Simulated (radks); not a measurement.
The numbers below are computed, except where a source is named.
Problem. The mean radii <r> (bohr) of the occupied orbitals of an atom or ion are listed with their occupations. Level of theory: scalar-relativistic Kohn-Sham, SCAN, spin-polarised, spherical densities, finite nucleus; meta-GGA in the generalised Kohn-Sham scheme; Fermi nuclear charge, rms radius of each element as measured or else 0.836 A^(1/3) + 0.57 fm (a radial shooting solver on a logarithmic mesh with Libxc functionals).

| orbital | occ. | <r> |
|---|---|---|
| 1s up | 1 | 0.02781 |
| 1s down | 1 | 0.02781 |
| 2s up | 1 | 0.1198 |
| 2s down | 1 | 0.1198 |
| 2p up | 3 | 0.1048 |
| 2p down | 3 | 0.1048 |
| 3s up | 1 | 0.3212 |
| 3s down | 1 | 0.3212 |
| 3p up | 3 | 0.3196 |
| 3p down | 3 | 0.3196 |
| 3d up | 5 | 0.2965 |
| 3d down | 5 | 0.2965 |
| 4s up | 1 | 0.7593 |
| 4s down | 1 | 0.7592 |
| 4p up | 3 | 0.8091 |
| 4p down | 3 | 0.8093 |
| 4d up | 5 | 0.9191 |
| 4d down | 4 | 0.9207 |

Name the element and its charge. Open shells, if any, are filled with parallel spins first.

Solution. Z = 52, tellurium, charge +7: Te7+ in [Kr] 4d9. The 1s radius gives Z: for a bare nucleus <r> = (2 gamma + 1)/(2Z) with gamma = sqrt(1 - (Z/c)^2), 0.02741 bohr for Z = 52, and screening makes it slightly larger (0.02781 here). The occupations add up to 45, and the charge is Z minus that.
